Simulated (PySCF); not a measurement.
# Working out the ionisation energy of Co⁺

Co⁺ [Ar] 3d8 (3F) → Co²⁺ [Ar] 3d7 (4F). All numbers are calculated (PySCF 2.14, the non-relativistic Hamiltonian (point nucleus), in cc-pVDZ (6s5p3d1f, 43 functions)). Frozen: [Ar]. Energies in hartree (1 hartree = 27.21139 eV):

```tsv
part	Co⁺ (lower)	Co²⁺ (upper)
UHF	-1381.134835	-1380.605811
MP2 opposite-spin	-0.144838	-0.082072
MP2 same-spin	-0.092986	-0.066294
```

Question: What does Hartree-Fock give?

Answer: (-1380.605811) − (-1381.134835) = 0.529024 hartree = 14.395 eV.

Question: What do MP2 and SCS-MP2 (6/5 opposite-spin, 1/3 same-spin) give?

Answer: The opposite-spin parts differ by 1.708 eV and the same-spin parts by 0.726 eV. MP2: 14.395 + (1.708) + (0.726) = 16.829 eV. SCS-MP2: 14.395 + 1.2 × (1.708) + (0.726)/3 = 16.687 eV.

Reference: 17.084 eV (measured; NIST Atomic Spectra Database, ionization energies), between the lowest levels; spin-orbit coupling is absent from the calculation.

The calculation is non-relativistic.

A double-zeta basis recovers only part of the correlation energy.

What remains against the reference includes basis incompleteness, the frozen core and correlation beyond second order.
